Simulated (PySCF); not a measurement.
CH$_{5}$OSi$_{2}$, AlBH$_{2}$N, CH$_{3}$BFO (calculated)

Computed with PySCF 2.14.0. Calculation on a computer-drawn molecule: the log of a Hartree-Fock and frozen-core CCSD(T) single point meant for a local Hartree-Fock minimum, with one planted fault or none, to be diagnosed. Offsets are logged minus clean, where the clean run is the same molecule without the fault. The reference is restricted for singlets and unrestricted otherwise, and also for a bond in bohr or an excited solution. Adding or removing an electron swaps singlet and doublet. The excited solution moves the top pair (singlet) or top alpha electron (doublet) to the lowest empty orbital. Highest occupied and lowest empty are orbital energies over both spins, largest force is the largest gradient component, triples share is (T) over the correlation energy, the T1 limit is 0.02 restricted and 0.045 unrestricted, electrons count all cores, a negative frequency is imaginary (commonest isotopes), and the dipole is about the centre of nuclear charge.

Common to all runs: meant charge 1; meant multiplicity 1; logged SCF converged yes; logged CC converged yes; logged SCF stable within its kind yes; possible faults no fault, one electron removed, one electron added, multiplicity raised by two, geometry at a saddle point, SCF held on an excited solution, minimal basis STO-3G, one bond length entered in bohr, all coordinates scaled.

(1) CH$_{5}$OSi$_{2}$

Logged structure:
```xyz
9
CH5OSi2
O      1.8944    -0.0635    -0.9909
C      1.4563    -1.1216    -0.4448
Si    -0.2849    -1.7283    -0.1851
Si    -1.6481    -0.0597     0.1621
H      1.2261     0.5391    -1.3081
H      2.2823    -1.7700    -0.1520
H     -0.2759    -2.9741     0.5811
H     -3.0093    -0.2201     0.6771
H     -1.3141     1.2629    -0.3834
```

- meant basis: cc-pV(D+d)Z
- logged electrons: 46
- logged basis functions: 33
- logged spin squared: 0
- logged highest occupied: -10.14 eV
- logged lowest empty: -1.7897 eV
- logged largest force: 0.072352 hartree/bohr
- logged T1 diagnostic: 0.031671
- logged D1 diagnostic: 0.12442
- logged triples share: 0.042304
- logged dipole magnitude: 1.8358 debye
- logged energy HF: -685.06455 hartree
- logged energy CCSD(T): -685.32539 hartree
- planted fault: minimal basis STO-3G
- HF energy offset from clean run: 5090 kcal/mol
- CCSD(T) energy offset from clean run: 5280 kcal/mol

Drawn bonds:
```
atom  other atom  order
   1           2      1
   2           3      2
   3           4      1
   1           5      1
   2           6      1
   3           7      1
   4           8      1
   4           9      1
```

Notes: T1 above single-reference limit.

(2) AlBH$_{2}$N

Logged structure:
```xyz
5
AlBH2N
B      0.3987    -1.8317    -1.6182
N      1.0675    -1.2171    -2.5047
Al     1.9529    -0.4036    -3.6783
H     -0.2176    -2.3978    -0.8014
H      2.7624     0.3402    -4.7512
```

- meant basis: cc-pV(D+d)Z
- logged electrons: 27
- logged basis functions: 61
- logged spin squared: 0.7966
- logged highest occupied: -4.8004 eV
- logged lowest empty: 1.3134 eV
- logged largest force: 0.047453 hartree/bohr
- logged T1 diagnostic: 0.024239
- logged D1 diagnostic: 0.057876
- logged triples share: 0.037406
- logged dipole magnitude: 1.6684 debye
- logged energy HF: -322.16811 hartree
- logged energy CCSD(T): -322.49165 hartree
- planted fault: ?

Drawn bonds:
```
atom  other atom  order
   1           2      1
   2           3      2
   1           4      1
   3           5      1
```

(3) CH$_{3}$BFO

Logged structure:
```xyz
7
CH3BFO
C     -3.2229    -0.1358    -0.5191
O     -2.5088    -1.3878    -0.0975
B     -1.9337    -2.3935     0.2415
F     -1.3401    -3.4314     0.5911
H     -4.1850    -0.4730    -0.8800
H     -2.5974     0.2947    -1.2892
H     -3.2825     0.4654     0.3778
```

* meant basis: cc-pVDZ
* logged electrons: 30
* logged basis functions: 23
* logged spin squared: 0
* logged highest occupied: -19.583 eV
* logged lowest empty: 1.7643 eV
* logged largest force: 0.043145 hartree/bohr
* logged T1 diagnostic: 0.018237
* logged D1 diagnostic: 0.058406
* logged triples share: 0.060942
* logged dipole magnitude: 1.5798 debye
* logged energy HF: -235.28173 hartree
* logged energy CCSD(T): -235.49446 hartree
* planted fault: ?

Drawn bonds:
```
atom  other atom  order
   1           2      1
   2           3      1
   3           4      1
   1           5      1
   1           6      1
   1           7      1
```

Q: Which fault was planted in the run of AlBH$_{2}$N (entry 2)?
A: one electron added

Q: Which fault was planted in the run of CH$_{3}$BFO (entry 3)?
A: minimal basis STO-3G

Further results for AlBH$_{2}$N (entry 2):

* HF energy offset from clean run: -100 kcal/mol
* CCSD(T) energy offset from clean run: -113.3 kcal/mol

Further results for CH$_{3}$BFO (entry 3):

- HF energy offset from clean run: 1959 kcal/mol
- CCSD(T) energy offset from clean run: 2206 kcal/mol
